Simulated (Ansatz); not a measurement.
Program: Ansatz. Geometries: PBE0-D4/def2-TZVP. ΔE: electronic, gas phase. CCSD(T)/CBS adds triple-zeta CCSD(T) − MP2 to the extrapolated MP2 energy (def2 sets, frozen cores). This one scheme is used for every species. One conformer a species, not always the lowest.

Consider the ligand exchange at the Si–O bond: `C[SiH](C)O[SiH3]` + `[NH2][AlH2]` → `C[SiH](C)[NH][AlH2]` + `O[SiH3]`.

| species | CCSD(T)/CBS(def2) energy (Eh) |
| --- | --- |
| `C[SiH](C)O[SiH3]` | -735.56952 |
| `[NH2][AlH2]` | -299.14566 |
| `C[SiH](C)[NH][AlH2]` | -668.00241 |
| `O[SiH3]` | -366.69042 |

(1) Work out ΔE.

Largest T1 diagnostic among the species: 0.011.

Answers

(1) ΔE = (-668.00241) + (-366.69042) − (-735.56952) − (-299.14566) = 0.02235 Eh = +14.0 kcal/mol.

In def2-TZVPP, CCSD(T) changes the Hartree–Fock value by −3.5 kcal/mol (the triples alone add −0.6 kcal/mol) and MP2 by −3.7 kcal/mol.
